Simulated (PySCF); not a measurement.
## TaO₂(OH), singlet: data card

All numbers come from PySCF, PBE0, basis Ta def2-TZVP with ECP60, O def2-TZVP, H def2-TZVP (scalar-relativistic core potentials, no spin–orbit coupling, density fitting).

The structure is a saddle point with 1 imaginary mode.

- Point group: Cs
- Bond lengths: O–H 0.956 Å, Ta–O 1.742 Å (×2), Ta–O 1.942 Å
- Bond angles: H–O–Ta 141.4°, O–Ta–O 113.1°, O–Ta–O 121.3°, O–Ta–O 125.6°
- Zero-point energy (real modes): 47.5 kJ/mol
- Highest occupied level: -8.10 eV
- Rotational constants: 0.2483, 0.1736, 0.1022 cm⁻¹
- Dipole moment: 4.45 D
- Principal quadrupole moments (Buckingham, traceless) about the centre of mass: -13.54, 2.03, 11.51 D Å
- Principal polarisabilities: 30.4, 46.6, 48.5 bohr³
- Lowest empty level: -4.14 eV
- Atomisation energy without zero-point energy: 2286 kJ/mol

Harmonic modes (masses in u: Ta 180.948, O 15.995, H 1.008):
```
symmetry  ω (cm⁻¹)  IR (km/mol)
     a''      154i            –
      a'       190          7.0
      a'       290         35.0
      a'       370          131
     a''       528          154
      a'       687          119
      a'       938          300
      a'       993         86.9
      a'      3950          192
```

Charges (e):
```csv
atom,Mulliken,Löwdin,polar tensor,Mayer order to Ta1
Ta1,1.50,0.90,2.61,–
"O2,3",-0.56,-0.35,-0.97,2.06
O4,-0.72,-0.36,-1.02,0.98
H5,0.34,0.17,0.34,0.03
```
Other Mayer orders above 0.3: O–H 0.87.

Mulliken populations on Ta1 (electrons outside its core potential): s 2.19, p 6.36, d 2.77, f 0.17.

Outer orbital energies (eV). occupied: -11.24, -10.81, -10.57, -10.14, -9.70, -9.18, -8.75, -8.10; empty: -4.14, -1.52, -0.66, 0.18.

Other isomers or separated fragments may lie lower. At this level a singlet minimum of C1 symmetry lies 32 kJ/mol below this structure. No spin–orbit coupling is included, which matters more the heavier the element.

The final relaxation and frequency run took 2.2 min on 4 threads of a shared Arm Neoverse V1 host, with 139 basis functions and 27 gradients; the process peaked at 1.6 GiB. Launch command: `OMP_NUM_THREADS=4 python axn.py task.json out`.
